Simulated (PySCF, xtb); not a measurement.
H6NSi2, SMILES [SiH2]N[SiH3], multiplicity 2.

Harmonic wavenumbers (cm⁻¹) from GFN2-xTB (xtb 6.7.1) at its own minimum, in rising order: 11, 77, 196, 261, 545, 571, 580, 605, 709, 737, 762, 803, 828, 990, 1194, 2208, 2241, 2246, 2262, 2305, 3483.

Question: What does PBE0-D3(BJ)/def2-SVP (PySCF) give at its own minimum? (An estimate is asked for; the answer gives what the named calculation found.)

Answer: 58, 115, 205, 418, 606, 649, 710, 752, 818, 890, 924, 939, 956, 991, 1195, 2160, 2201, 2211, 2227, 2254, 3607. Paired by order, the mean absolute difference is 81 cm⁻¹ and the zero-point energies are 33.8 and 35.6 kcal/mol.
